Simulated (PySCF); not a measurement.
Z-matrix (Å, degrees):
```
C
H 1 1.0965
N 1 1.4532 2 106.51
H 3 1.0128 1 109.80 2 -63.23
H 3 1.0153 4 106.36 1 118.77
N 1 1.4532 2 106.51 3 115.14
H 6 1.0128 1 109.80 2 63.23
H 6 1.0153 7 106.36 1 -118.77
C 1 1.5281 2 108.37 6 122.43
H 9 1.0943 1 111.39 2 -60.19
H 9 1.0943 10 107.78 1 -122.48
H 9 1.0955 10 108.03 11 -116.49
```
Charge 0, spin multiplicity 1.

Task: Predict the HOMO–LUMO gap, LUMO, total energy, HOMO and dipole moment from PBE0-D3(BJ)/def2-TZVP (PySCF).

Result: 
- HOMO–LUMO gap = 7.50 eV
- LUMO = 0.82 eV
- total energy = -190.3762 Ha
- HOMO = -6.69 eV
- dipole moment = 2.59 D
